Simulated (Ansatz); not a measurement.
Ansatz (a program for electronic structure) input for CH3Cl2NSi2, SMILES Cl[Si]1(Cl)C=N[SiH2]1, PBE0/def2-TZVPD. The structure is a stationary point at ωB97X-D3(BJ)/def2-SVP. The structure was generated by enumeration, and PubChem lists no compound with its InChIKey, so it may never have been made.

Ansatz 0.2 input:
```yaml
crystal:
  periodic: [false, false, false]
  atoms:
    - {symbol: Cl, position_ang: [1.46286631, -0.09895760, 1.66264293]}
    - {symbol: Si, position_ang: [0.25322854, 0.02117690, -0.00000001]}
    - {symbol: Cl, position_ang: [1.46286629, -0.09895760, -1.66264293]}
    - {symbol: C, position_ang: [-0.98376763, 1.47316521, 0.00000000]}
    - {symbol: N, position_ang: [-2.15527159, 0.94139753, 0.00000000]}
    - {symbol: Si, position_ang: [-1.89647502, -0.85142465, 0.00000001]}
    - {symbol: H, position_ang: [-0.86082150, 2.57177004, -0.00000000]}
    - {symbol: H, position_ang: [-2.44083749, -1.50625856, -1.21896553]}
    - {symbol: H, position_ang: [-2.44083747, -1.50625855, 1.21896554]}
basis:
  gaussian:
    orbitals: def2-TZVPD
hamiltonian:
  xc: {name: PBE0}
```

Output:

```
WARN ansatz: RAYON_NUM_THREADS=2 ignored (pool sized by the plan → 2); use --threads N
Functional definition: PBE0
integrals: 0.35 GiB planned
1714 factors; their error is unknown
mean field: 2.56 GiB planned
mean field evaluation 1: about -43357.0891 eV, gradient 5.1e1 eV
mean field evaluation 2: about -43335.7620 eV, gradient 1.0e2 eV
mean field evaluation 4: about -43362.5929 eV, gradient 1.0e1 eV
mean field evaluation 8: about -43362.8815 eV, gradient 3.1e-1 eV
mean field evaluation 16: about -43362.8816 eV, gradient 2.8e-5 eV
mean field -43362.88162709 eV, -1593.5565073786 hartree, gradient 2.8e-5 eV, S^2 0.000000; 0 other end points of the search recorded, 0 dependent functions left out
reference -43362.88168237 eV, -1593.5565094102 hartree; 39, 39 occupied and 240, 240 virtual orbitals, 1714 factors
Total energy: -43362.88168237 eV, -1593.5565094102 hartree
```

The calculation finished and met its thresholds.

Cost: very roughly 12 core-seconds.
